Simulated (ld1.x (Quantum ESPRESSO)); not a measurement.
**Reading a pseudo-wave (lead)**

Columns: radius, all-electron u(r) and pseudo u(r) of the 6p shell (level -4.99 eV) of lead in the configuration [Xe] 4f14 5d10 6s2 6p1.75; Wu–Cohen, scalar-relativistic, TM semilocal scheme, ld1.x (Quantum ESPRESSO) 7.5.

```
r (bohr)  all-electron  pseudo
   0.093       -0.0746  0.0062
   0.185       -0.0328  0.0237
   0.278        0.1497  0.0497
   0.370        0.1444  0.0794
   0.463        0.0157  0.1088
   0.555       -0.1254  0.1333
   0.648       -0.2255  0.1513
   0.740       -0.2685  0.1623
   0.833       -0.2615  0.1682
   0.925       -0.2174  0.1718
   1.018       -0.1488  0.1759
   1.110       -0.0680  0.1833
   1.203        0.0185  0.1966
   1.295        0.1033  0.2174
   1.388        0.1846  0.2478
   1.480        0.2585  0.2873
   1.573        0.3256  0.3351
   1.665        0.3841  0.3859
   1.758        0.4353  0.4354
   1.850        0.4784  0.4784
   1.943        0.5149  0.5149
   2.035        0.5444  0.5444
   2.128        0.5683  0.5683
   2.220        0.5865  0.5865
   2.313        0.6001  0.6001
   2.405        0.6094  0.6094
```

Q: How many radial nodes do the two functions have?

A: The all-electron 6p function has n − l − 1 = 4 (the table is too coarse to show those close to the nucleus); the pseudo-wave has 0, since the states of the same l below it are removed with the core.

Q: At about which radius was the pseudo-wave matched?

A: 1.85 bohr, where the columns begin to agree (steps of 0.09 bohr).

Q: Is the pseudo-wave norm-conserving?

A: Yes: the TM semilocal scheme keeps the norm inside the radius equal to the all-electron one, which fixes the energy derivative of the logarithmic derivative at the level.
